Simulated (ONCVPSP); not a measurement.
**Cd (Z = 48), ONCV: configuration errors across variants**

cadmium, optimised norm-conserving Vanderbilt (ONCV), made with ONCVPSP 4.0.1 (PBE, scalar-relativistic). Core [Ar] 3d10, reference 4s2 4p6 4d10 5s2. Waves: 4s+5s: rc 1.65 bohr, ncon 3, nbas 8, qcut 8.6 1/bohr, 2 projectors; 4p: rc 1.05 bohr, ncon 3, nbas 6, qcut 7.6 1/bohr, 3 projectors, debl 2.8 Ha; 4d: rc 1.50 bohr, ncon 4, nbas 9, qcut 11.6 1/bohr, 2 projectors, debl 2 Ha. Local part: polynomial inside 0.95 bohr (lpopt 4, dvloc0 3 Ha). Core correction: Teter function fitted to the true core (icmod 2), fcfact 0.45.

All-electron excitation energies from the reference (eV): (1) 4s2 4p6 4d10 5s1 9.273; (2) 4s2 4p6 4d10 5s0 26.399; (3) 4s2 4p6 4d9 5s0 64.408; (4) 4s2 4p6 4d10 5s0 5p1 15.052.

2 further variants failed, have other tests or another functional or relativity, and are left out.

Errors AE − PS in meV (a dash: test not solved or not reliable):

| change | (1) | (2) | (3) | (4) | bound ghosts | GHOST(+) flags above zero |
| --- | --- | --- | --- | --- | --- | --- |
| base | -2.2 | -9.1 | -13 | -5.9 | none | none |
| s: qcut 7.4 | -2.3 | -10 | -14 | -7.0 | none | none |
| s: qcut 12.2; p: qcut 10.8; d: qcut 16.5 | -1.8 | -5.4 | +2.2 | -3.0 | none | d |

Problem. Give the same row for: core correction Teter function, fcfact 2.5, rcfact 1.5.

Solution. -2.2, -8.9, -13, -5.7; bound ghosts: none; GHOST(+) flags above zero: none.
